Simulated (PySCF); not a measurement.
## How methods differ on the ionisation energy of Ni

Ni [Ar] 3d8 4s2 (3F) → Ni+ [Ar] 3d9 (2D), as a difference of total energies. Computed with PySCF 2.14 in def2-SVP (5s3p2d1f, 31 functions), with no relativity, point nucleus. Correlated levels: valence: [Ar] frozen. The calculations carry no spin-orbit coupling.

```csv
method,ionisation energy (eV)
UHF,8.102
r2SCAN,7.992
TPSS,7.563
MP2 (valence),6.796
SCS-MP2 (valence),7.066
```

How much does correlation contribute at MP2 (valence)?

6.796 − (8.102) = -1.306 eV, measured against UHF.

These non-relativistic numbers lack the scalar-relativistic shift.

The reference lies between the lowest fine-structure levels, while these numbers refer to the centres of the terms.

Errors of the correlated levels include the incompleteness of this basis and the frozen core.

MP2 underrates the near-degeneracy of ns² with np² in the lower species.

For comparison: 7.640 eV (measured; NIST Atomic Spectra Database, ionization energies).
